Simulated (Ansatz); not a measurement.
`F[SiH2][SnH3]` → `F[SiH]` + `[SnH4]` at 500 K and 1 bar (silylene formation by 1,1-elimination).

Program: Ansatz. Geometries: PBE0-D4/def2-TZVP. ΔE: electronic, gas phase. CBS: MP2 limit from def2 TZ/QZ plus the TZ coupled-cluster correction, frozen cores. This one scheme is used for every species. Elements past krypton have def2 core potentials. For Sn outer-core shells are correlated without core-valence functions, which leaves a few kJ/mol of doubt a bond.

```csv
species,CCSD(T)/CBS energy (Eh),H − E (kJ/mol),S (J/(mol·K))
`F[SiH2][SnH3]`,-605.93962,146.0,395.4
`F[SiH]`,-389.46371,40.7,260.3
`[SnH4]`,-216.39156,91.5,258.6
```

H − E and S are ideal-gas, rigid-rotor, harmonic terms from PBE0-D4/def2-TZVP. 1 Eh = 2625.50 kJ/mol, R = 8.31446 J/(mol·K).

Question: By hand: ΔE, ΔH, ΔS and ΔG.

Answer: ΔE = (-389.46371) + (-216.39156) − (-605.93962) = 0.08435 Eh = 221.5 kJ/mol. Δ(H − E) = 40.7 + 91.5 − 146.0 = -13.8, so ΔH = 207.7 kJ/mol. ΔS = 260.3 + 258.6 − 395.4 = 123.5 J/(mol·K). ΔG = 207.7 − 500 × (123.5)/1000 = 145.9 kJ/mol.

Question: By hand: the equilibrium constant, and the temperature at which ΔG would vanish if ΔH and ΔS stayed fixed.

Answer: log₁₀ K = −ΔG/(RT ln 10) = -15.2. ΔG = 0 at ΔH/ΔS = 1682 K.

The number of gas molecules changes by +1, which sets the sign of ΔS. A doubt of 5 kJ/mol in ΔE shifts log₁₀ K by 0.5 here. These are equilibria of isolated gas molecules and say nothing of rates. Largest T1 diagnostic: 0.015 (customary marks: 0.02 for closed shells, 0.045 for open ones).
